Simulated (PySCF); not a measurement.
A structure optimised at B3LYP-D3(BJ)/def2-TZVPD, used in a PySCF frequency run:

```xyz
2

S      0.0000     0.0000    -0.5795
F      0.0000     0.0000     1.0303
```
Charge 0, spin multiplicity 2.

Q: Write its SMILES, formula and point group.

A: F[S], FS, C∞v

Q: What are its rotational constants (standard atomic weights)?

A: 16.348 GHz (linear rotor, B only)
